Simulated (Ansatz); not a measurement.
All numbers were calculated with Ansatz.

C₂H₇NSSi (`SC[SiH]1CN1`) at its PBE0-D4/def2-TZVP geometry, where that method's forces vanish. The species carries charge 0 and has multiplicity 1.

```csv
atom,x (Å),y (Å),z (Å)
S1,1.9725,-1.3101,1.2471
C2,1.5230,-0.5320,-0.3326
Si3,0.1338,0.6585,0.0094
C4,-1.5120,0.6196,-0.7896
N5,-1.3271,-0.0849,0.5249
H6,0.7283,-1.7046,1.5701
H7,2.4150,-0.0004,-0.6710
H8,1.2685,-1.2835,-1.0809
H9,0.5987,1.9185,0.6321
H10,-2.1104,1.5301,-0.7779
H11,-1.7738,-0.0427,-1.6114
H12,-1.9165,0.2314,1.2799
```

For each bond, give half the difference of the two atoms' forces along it (eV/Å; positive pushes the atoms apart) under PBE-D4, r2SCAN-D4, B3LYP-D4, ωB97M-V in def2-TZVPP. (Best estimate.)

The calculation gave: 
| bond | length (Å) | PBE-D4 | r2SCAN-D4 | B3LYP-D4 | ωB97M-V |
| --- | --- | --- | --- | --- | --- |
| S1–C2 | 1.817 | 0.19 | 0.21 | 0.31 | 0.14 |
| S1–H6 | 1.345 | 0.27 | 0.01 | -0.03 | -0.11 |
| C2–Si3 | 1.861 | -0.11 | -0.04 | 0.02 | 0.02 |
| C2–H7 | 1.092 | 0.12 | -0.04 | -0.11 | -0.08 |
| C2–H8 | 1.091 | 0.09 | -0.04 | -0.10 | -0.08 |
| Si3–C4 | 1.830 | 0.28 | 0.14 | 0.19 | 0.10 |
| Si3–N5 | 1.718 | 0.36 | 0.13 | 0.16 | 0.07 |
| Si3–H9 | 1.480 | -0.05 | -0.06 | -0.14 | -0.13 |
| C4–N5 | 1.503 | 0.24 | 0.28 | 0.33 | 0.27 |
| C4–H10 | 1.090 | 0.04 | -0.09 | -0.13 | -0.11 |
| C4–H11 | 1.087 | 0.06 | -0.06 | -0.13 | -0.12 |
| N5–H12 | 1.009 | 0.18 | -0.02 | -0.10 | -0.11 |

B3LYP here is the variant with VWN-RPA as its local correlation; programs differ in this.
